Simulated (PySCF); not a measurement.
Does the answer move with the share of exact exchange?

Compound: ClH₅P₂Si.
SMILES: `[SiH](P)(P)Cl`

Torsions of this conformer, `[PH2:1][SiH:2]([PH2:3])[Cl:4]`: H–P1–Si2–P3 47°, H–P1–Si2–P3 -47°, H–P3–Si2–P1 47°, H–P3–Si2–P1 -47°.

PySCF, def2-SVPD basis, density fitting, gas phase, PBE0-D3(BJ)/def2-SVP geometry; singlet excitations by full TDDFT with frozen cores, triplets by Tamm–Dancoff TDDFT and ionisation energies by ΔSCF, from the lowest of the holes tried. One functional is left out:

```json
{"functional": "LDA", "exact exchange (%)": "0", "HOMO energy (eV)": "-6.34", "LUMO energy (eV)": "-1.53", "lowest singlet excitation (eV)": "4.90", "lowest triplet excitation (eV)": "4.54", "dipole moment (D)": "2.000", "mean polarisability (au)": "102.8", "vertical ionisation energy (eV)": "9.02"}
{"functional": "PBE", "exact exchange (%)": "0", "HOMO energy (eV)": "-6.26", "LUMO energy (eV)": "-1.37", "lowest singlet excitation (eV)": "4.99", "lowest triplet excitation (eV)": "4.47", "dipole moment (D)": "1.930", "mean polarisability (au)": "101.2", "vertical ionisation energy (eV)": "8.88"}
{"functional": "PBE0", "exact exchange (%)": "25", "HOMO energy (eV)": "-7.31", "LUMO energy (eV)": "-0.57", "lowest singlet excitation (eV)": "5.59", "lowest triplet excitation (eV)": "4.72", "dipole moment (D)": "2.046", "mean polarisability (au)": "98.0", "vertical ionisation energy (eV)": "9.12"}
{"functional": "BHandHLYP", "exact exchange (%)": "50", "HOMO energy (eV)": "-8.23", "LUMO energy (eV)": "0.27", "lowest singlet excitation (eV)": "6.06", "lowest triplet excitation (eV)": "4.94", "dipole moment (D)": "2.077", "mean polarisability (au)": "95.6", "vertical ionisation energy (eV)": "9.19"}
```

Question: Predict the row of B3LYP (20 % exact exchange) by straight lines through the other rows, and check it.

Answer: 
```json
{"property": "HOMO energy (eV)", "line": "-7.08", "computed": "-7.10", "computed − line": "-0.02", "PBE0 (25 %), for comparison": "-7.31"}
{"property": "LUMO energy (eV)", "line": "-0.76", "computed": "-0.77", "computed − line": "-0.01", "PBE0 (25 %), for comparison": "-0.57"}
{"property": "lowest singlet excitation (eV)", "line": "5.41", "computed": "5.48", "computed − line": "+0.07", "PBE0 (25 %), for comparison": "5.59"}
{"property": "lowest triplet excitation (eV)", "line": "4.68", "computed": "4.70", "computed − line": "+0.02", "PBE0 (25 %), for comparison": "4.72"}
{"property": "dipole moment (D)", "line": "2.016", "computed": "1.965", "computed − line": "-0.051", "PBE0 (25 %), for comparison": "2.046"}
{"property": "mean polarisability (au)", "line": "99.2", "computed": "98.8", "computed − line": "-0.4", "PBE0 (25 %), for comparison": "98.0"}
{"property": "vertical ionisation energy (eV)", "line": "9.06", "computed": "9.09", "computed − line": "+0.03", "PBE0 (25 %), for comparison": "9.12"}
```

Question: Which of these properties follows the share of exact exchange most closely, and which least?

Answer: Most closely the HOMO energy, least the dipole moment; the correlations over the tabulated rows are HOMO energy -0.999, LUMO energy 0.997, lowest singlet excitation 0.995, lowest triplet excitation 0.991, mean polarisability -0.972, vertical ionisation energy 0.887, dipole moment 0.873. The HOMO energy moves by -0.388 eV for every 10 %. Functionals with the same share still differ in their other parts: at 0 % LDA and PBE differ by 0.08 eV in it.
